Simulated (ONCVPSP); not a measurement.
# argon: one change to an ONCV potential, before and after

Ar, optimised norm-conserving Vanderbilt (ONCV), made with ONCVPSP 4.0.1 (PBEsol, scalar-relativistic). Core [Ne], reference 3s2 3p4 (charge +2). Waves: 3s: rc 1.15 bohr, ncon 4, nbas 7, qcut 6.4 1/bohr, 1 projector; 3p: rc 1.10 bohr, ncon 4, nbas 8, qcut 7.8 1/bohr, 2 projectors, debl 2.9 Ha; d scattering state at 0.41 Ha: rc 1.20 bohr, ncon 3, nbas 8, qcut 7.6 1/bohr, 1 projector. Local part: polynomial inside 1.00 bohr (lpopt 3, dvloc0 4 Ha). Core correction: Teter function, fcfact 5.75, rcfact 1.05.

In the d channel the program set the typed energies aside and used 0.050 Ha.

All-electron outer shells of the reference configuration (PBEsol, scalar-relativistic, ld1.x):

```csv
shell,level (eV),outermost node (bohr),outermost maximum (bohr)
2s,-326.43,0.12,0.34
2p,-259.74,–,0.28
3s,-50.44,0.51,1.14
3p,-35.36,0.48,1.23
```

Change: core correction Teter function, fcfact 5.75, rcfact 2.06.

Cutoffs: the cutoffs (Ha) at which the residual kinetic energy of the hardest occupied pseudo-wave falls to 1 and 0.1 mHa per electron; they do not see the model core or the augmentation charge, which bear on the density cutoff. Errors are all-electron minus pseudo energies relative to the spin-unpolarised reference configuration.

What does the change do?

The potential gets neither clearly harder nor softer (20 Ha and 38 Ha → 20 Ha and 38 Ha); of the 4 tests that both files solve, the error grows in 4 and shrinks in 0 by more than 15 % and 0.3 meV (median size 17.2 → 51.4 meV); neither file shows a bound ghost. A model core, the more so a compact one, raises the density cutoff, which this test does not measure.

```tsv
quantity	base	changed
cutoff, loose	20 Ha	20 Ha
cutoff, tight	38 Ha	38 Ha
bound ghosts	none	none
GHOST(+) flags under 300 eV	none	none
error for 3s2 3p6, meV [ΔE -44.62 eV]	+21	-57
error for 3s2 3p5, meV [ΔE -28.60 eV]	+9.7	-20
error for 3s2 3p3, meV [ΔE 42.52 eV]	+13	-46
error for 3s2 3p2, meV [ΔE 100.09 eV]	+83	-234
s: phases at 1.17 bohr within 0.05 rad from the reference energy up to (Ha; the scan ends near 5)	2.0	2.0
p: phases at 1.12 bohr within 0.05 rad from the reference energy up to (Ha; the scan ends near 5)	to the end of the scan	to the end of the scan
d: phases at 1.22 bohr within 0.05 rad from the reference energy up to (Ha; the scan ends near 5)	4.4	4.4
rms error of d²Exc/dni dnj with the model core, mHa	1.84	11.38
```
